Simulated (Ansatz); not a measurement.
Consider the hydrogenolysis of the Si–Si bond: `[SiH3]N[SiH2][SiH2]Cl` + H₂ → `[SiH3]N[SiH3]` + `[SiH3]Cl`.

Program: Ansatz. Geometries: PBE0-D4/def2-TZVP. ΔE: electronic, gas phase. CCSD(T)/CBS adds triple-zeta CCSD(T) − MP2 to the extrapolated MP2 energy (def2 sets, frozen cores). This one scheme is used for every species. Functionals use def2-TZVPP. HSE06 is defined as in plane-wave codes. Each species was taken in one conformer, which may not be the lowest.

(1) Is it downhill or uphill in electronic energy at CCSD(T)/CBS, and by how much? (An estimate is asked.)

(2) What do these levels give: PBE-D4, PBE0-D4, r2SCAN0-D4, HSE06-D4, r2SCANh, BHLYP, MP2/def2-SVP, CCSD/def2-SVP, CCSD(T)/def2-SVP, CCSD/def2-TZVPP, HF/CBS(def2), MP2/CBS(def2)? (An estimate is asked.)

(3) What do rigid-rotor, harmonic-oscillator terms from PBE0-D4/def2-TZVP frequencies (298.15 K, 1 bar) make of the CCSD(T)/CBS value? (Estimate.)

Largest T1 diagnostic among the species: 0.011.

Answers

(1) Ansatz gave: Downhill: ΔE = -5.3 kcal/mol.

(2) The calculation gave: PBE-D4 -1.2, PBE0-D4 -2.9, r2SCAN0-D4 -4.8, HSE06-D4 -3.0, r2SCANh -5.1, BHLYP -10.8, MP2/def2-SVP -8.3, CCSD/def2-SVP -9.6, CCSD(T)/def2-SVP -8.6, CCSD/def2-TZVPP -7.9, HF/CBS(def2) -15.1, MP2/CBS(def2) -5.1 kcal/mol.

(3) Ansatz gave: ΔZPE = +2.8 kcal/mol, ΔH = -3.8 kcal/mol, ΔS = 45 J/(mol·K), ΔG = -7.0 kcal/mol. Modes under 50 cm⁻¹ make the entropy rough.

From r2SCAN to r2SCAN0 (25 % exact exchange), in def2-TZVPP and without D4, ΔE moves by −1.2 kcal/mol. Leaving LDA and LC-ωPBE aside and taking each functional with its dispersion term where it has one, the values, not all of them listed here, spread over 7.9 kcal/mol, from B2PLYP to revPBE-D4. LDA lies +2.0 kcal/mol from PBE without D4.
